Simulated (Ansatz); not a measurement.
The inner images of a band of Cl₂H₂Sn (5 atoms, charge 0, multiplicity 1) are given out of order.

Method: RKS PBE-D4/def2-SVP in Ansatz.

Initial state:

```xyz
5
Properties=species:S:1:pos:R:3
Sn 0.191 0.043 0.318
H -0.005 -0.075 2.023
Cl 2.509 -0.028 -0.143
H -0.461 1.407 -0.502
Cl -0.757 -1.894 -0.651
```

Final state:

```xyz
5
Properties=species:S:1:pos:R:3
Sn -0.641 0.837 0.764
H 1.133 -1.059 0.379
Cl 2.043 -0.082 0.762
H -0.390 1.374 -0.943
Cl -0.668 -1.616 0.084
```

Question: Put them in order from the first end to the last, with their energies above the first end.
A.
```xyz
5
Properties=species:S:1:pos:R:3
Sn -0.653 0.121 0.461
H 1.373 -0.114 1.633
Cl 2.313 -0.014 0.688
H -0.585 1.324 -0.867
Cl -0.971 -1.864 -0.870
```
B.
```xyz
5
Properties=species:S:1:pos:R:3
Sn -0.917 0.619 0.509
H 1.826 -1.047 1.187
Cl 2.065 0.169 0.791
H -0.457 1.368 -1.072
Cl -1.039 -1.655 -0.370
```
C.
```xyz
5
Properties=species:S:1:pos:R:3
Sn -0.975 0.388 0.438
H 2.008 -0.717 1.624
Cl 2.007 0.212 0.714
H -0.480 1.328 -1.028
Cl -1.083 -1.758 -0.702
```
D.
```xyz
5
Properties=species:S:1:pos:R:3
Sn -0.301 0.075 0.398
H 0.939 -0.093 1.687
Cl 2.340 -0.013 0.525
H -0.570 1.361 -0.751
Cl -0.931 -1.877 -0.813
```
E.
```xyz
5
Properties=species:S:1:pos:R:3
Sn 0.034 0.053 0.298
H 0.485 -0.094 1.926
Cl 2.433 0.000 0.232
H -0.572 1.354 -0.660
Cl -0.903 -1.859 -0.750
```
F.
```xyz
5
Properties=species:S:1:pos:R:3
Sn -0.863 0.189 0.413
H 1.794 -0.270 1.870
Cl 2.137 0.071 0.663
H -0.573 1.295 -0.980
Cl -1.017 -1.832 -0.921
```
G.
```xyz
5
Properties=species:S:1:pos:R:3
Sn -0.801 0.755 0.646
H 1.524 -1.141 0.700
Cl 2.109 0.030 0.808
H -0.463 1.403 -1.008
Cl -0.891 -1.593 -0.101
```

Answer: E (+50.4 kJ/mol), D (+146.1 kJ/mol), A (+88.7 kJ/mol), F (+74.2 kJ/mol), C (+70.3 kJ/mol), B (+67.3 kJ/mol), G (+56.6 kJ/mol).

Run time: 3.8 min on 1 thread of Arm Neoverse V1, with other jobs on the host, peak memory 0.12 GiB.
